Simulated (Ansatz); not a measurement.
Ansatz (an electronic-structure program) input (HF/def2-QZVPPD):
A basis named .json is the Basis Set Exchange file of that set.

Ansatz 0.2 input:
```yaml
crystal:
  periodic: [false, false, false]
  atoms:
    - {symbol: Ag, position_ang: [-0.00000000, -0.00000000, -0.63988361]}
    - {symbol: C, position_ang: [0.00000000, 0.00000000, 1.51185450]}
    - {symbol: O, position_ang: [0.00000000, 0.00000000, 2.62542533]}
basis:
  gaussian:
    orbitals: def2-QZVPPD.json
hamiltonian:
  xc: hf
total_charge: 1
magnetization: {spin_polarized: true, initial_magnetization: 2}
```

Output:

```
Functional definition: HF
integrals: 0.09 GiB planned
1064 factors; their error is unknown
mean field: 0.86 GiB planned
mean field evaluation 1: about -7026.3916 eV, gradient 4.3e1 eV
mean field evaluation 2: about -7028.5126 eV, gradient 4.4e1 eV
mean field evaluation 4: about -7034.1227 eV, gradient 4.6e0 eV
mean field evaluation 8: about -7034.5867 eV, gradient 1.9e-1 eV
mean field evaluation 16: about -7034.7998 eV, gradient 4.4e-5 eV
mean field evaluation 32: about -7034.6286 eV, gradient 7.5e-1 eV
mean field evaluation 64: about -7032.1115 eV, gradient 3.0e1 eV
mean field evaluation 96: about -7025.6562 eV, gradient 1.7e0 eV
mean field evaluation 128: about -7034.0354 eV, gradient 6.7e-1 eV
mean field evaluation 160: about -7030.2597 eV, gradient 6.6e0 eV
mean field evaluation 192: about -7022.0131 eV, gradient 7.5e0 eV
mean field -7034.79978763 eV, -258.5241238369 hartree, gradient 4.4e-5 eV, S^2 2.009275; 3 other end points of the search recorded, 0 dependent functions left out
reference -7034.79978763 eV, -258.5241238369 hartree; 17, 15 occupied and 200, 202 virtual orbitals, 1064 factors
Total energy: -7034.79978763 eV, -258.5241238369 hartree
```

This state (charge 1, triplet) is run at the relaxed geometry of the species with charge 1 and multiplicity 1, and is a spin state other than that species' own.
